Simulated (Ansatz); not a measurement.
Correlation energies of GeH$_{7}$NSn, SMILES `[NH2][GeH2][SnH3]` by basis set

Cartesian coordinates in Å:
```
N 1.8172 0.5707 0.3222
Ge 0.6303 -0.6357 -0.4243
Sn -1.7487 0.1032 0.3139
H 1.6797 1.5207 0.0040
H 2.7873 0.3268 0.1702
H 1.0099 -2.0136 0.1477
H 0.7181 -0.7288 -1.9704
H -1.9534 1.7738 0.0138
H -1.9890 -0.1755 1.9795
H -2.9514 -0.7415 -0.5565
```

Charge 0, multiplicity 1. Correlated methods include outer-core shells of Ge, Sn, which these sets cover unevenly. Scalar relativity is left out up to krypton. Sn: def2 effective core potential. The structure was optimised at the PBE0-D4/def2-TZVP level. It is one conformer, not always the lowest. Frozen core, restricted reference, Ansatz.

```json
{"basis": "def2-SVP", "HF (Eh)": "-2346.91732", "MP2 corr.": "-0.52895", "CCSD corr.": "-0.56887", "(T)": "-0.01554", "CCSD(T) total": "-2347.50173"}
{"basis": "def2-TZVPP", "HF (Eh)": "-2347.26266", "MP2 corr.": "-0.82027", "CCSD corr.": "-0.84623", "(T)": "-0.02742", "CCSD(T) total": "-2348.13631"}
{"basis": "def2-QZVPP", "HF (Eh)": "-2347.30953", "MP2 corr.": "-1.31216", "CCSD corr.": "–", "(T)": "–", "CCSD(T) total": "–"}
```
